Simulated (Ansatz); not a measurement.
`CO[Si](N)(F)Cl` → `N[SiH](F)Cl` + `C=O` at 700 K and 1 bar (β-hydride elimination).

Program: Ansatz. Geometries: PBE0-D4/def2-TZVP. ΔE: electronic, gas phase. CBS: MP2 limit from def2 TZ/QZ plus the TZ coupled-cluster correction, frozen cores. This one scheme is used for every species. Each species was taken in one conformer, which may not be the lowest.

```tsv
species	CCSD(T)/CBS energy (Eh)	H − E (kJ/mol)	S (J/(mol·K))
`CO[Si](N)(F)Cl`	-1019.79558	283.2	519.5
`N[SiH](F)Cl`	-905.31614	164.0	405.3
`C=O`	-114.39408	97.4	254.3
```

H − E and S are ideal-gas, rigid-rotor, harmonic terms from PBE0-D4/def2-TZVP, for one conformer and one mirror image of each species. 1 Eh = 2625.50 kJ/mol, R = 8.31446 J/(mol·K).

Task: By hand: ΔE, ΔH, ΔS and ΔG.

Result: ΔE = (-905.31614) + (-114.39408) − (-1019.79558) = 0.08536 Eh = 224.1 kJ/mol. Δ(H − E) = 164.0 + 97.4 − 283.2 = -21.8, so ΔH = 202.3 kJ/mol. ΔS = 405.3 + 254.3 − 519.5 = 140.1 J/(mol·K). ΔG = 202.3 − 700 × (140.1)/1000 = 104.2 kJ/mol.

Task: By hand: the equilibrium constant, and the temperature at which ΔG would vanish if ΔH and ΔS stayed fixed.

Result: log₁₀ K = −ΔG/(RT ln 10) = -7.8. ΔG = 0 at ΔH/ΔS = 1444 K.

The number of gas molecules changes by +1, which sets the sign of ΔS. A doubt of 5 kJ/mol in ΔE shifts log₁₀ K by 0.4 here. Other conformers and mirror images would add mixing entropy, several J/(mol·K) or more a flexible species. These are equilibria of isolated gas molecules and say nothing of rates. Largest T1 diagnostic: 0.015 (customary marks: 0.02 for closed shells, 0.045 for open ones).
